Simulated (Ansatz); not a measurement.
The cluster Cr₄N₄, relaxed as a singlet with RKS PBE-D4/def2-SVP in Ansatz, starting from the GFN2-xTB geometry. Force threshold 0.03 eV/Å.

The restricted singlet is unstable towards broken spin symmetry in Hartree–Fock (as tested in another run); at PBE-D4/def2-SVP this wasn't settled. The relaxation made no stability test and no search for a lower SCF solution. At PBE-D4/def2-SVP a quintet of charge 0 lies 1.40 eV below the restricted singlet, each at its own geometry. The structure comes from a short search, and lower isomers may exist.

Start:

```tsv
atom	x (Å)	y (Å)	z (Å)
Cr1	-1.186	0.697	0.607
Cr2	0.680	-0.767	0.617
Cr3	-0.323	-0.205	-1.457
Cr4	1.182	1.400	-0.109
N5	2.105	0.217	0.794
N6	-0.481	1.567	-0.889
N7	-1.209	-1.225	0.749
N8	-0.767	-1.684	-0.312
```

| step | energy (eV) | largest force component (eV/Å) | SCF passes |
| --- | --- | --- | --- |
| 1 | -119594.7136 | 3.609 | 170 |
| 2 | -119595.2029 | 1.387 | 85 |
| 3 | -119595.6690 | 1.299 | 80 |
| 4 | -119595.8947 | 1.276 | 60 |
| 5 | -119596.1466 | 1.336 | 56 |
| 6 | -119596.3451 | 1.103 | 52 |
| 7 | -119596.4819 | 0.729 | 59 |
| 8 | -119596.5503 | 0.536 | 40 |
| 9 (rejected) | -119596.4248 | 1.482 | 50 |
| 10 | -119596.5936 | 0.312 | 48 |
| 11 | -119596.6052 | 0.361 | 48 |
| 12 | -119596.6208 | 0.252 | 38 |
| 13 | -119596.6304 | 0.396 | 45 |
| 14 | -119596.6352 | 0.407 | 41 |
| 15 | -119596.6371 | 0.328 | 34 |
| 16 | -119596.6397 | 0.169 | 34 |
| 17 (rejected) | -119596.6395 | 0.132 | 34 |
| 18 | -119596.6410 | 0.028 | 36 |

Force components are those of the run's own axes.

End:

| atom | x (Å) | y (Å) | z (Å) |
| --- | --- | --- | --- |
| Cr1 | -0.959 | 0.823 | 0.562 |
| Cr2 | 0.744 | -0.810 | 0.352 |
| Cr3 | -0.124 | -0.403 | -1.404 |
| Cr4 | 0.939 | 1.480 | 0.317 |
| N5 | 2.099 | 0.321 | 0.716 |
| N6 | -0.498 | 1.348 | -1.052 |
| N7 | -1.067 | -1.243 | 0.877 |
| N8 | -1.134 | -1.515 | -0.368 |

By distances, no bond broke or formed. The bond that changes most is Cr2–N8, from 1.95 to 2.13 Å (atoms count from 1). A close non-bonded pair moves further: Cr1–Cr4, from 2.57 to 2.02 Å.

No frequencies were taken in this run, so the end may be a saddle point.

Run time 1.8 min (4 threads of Arm Neoverse V1 on a shared host).
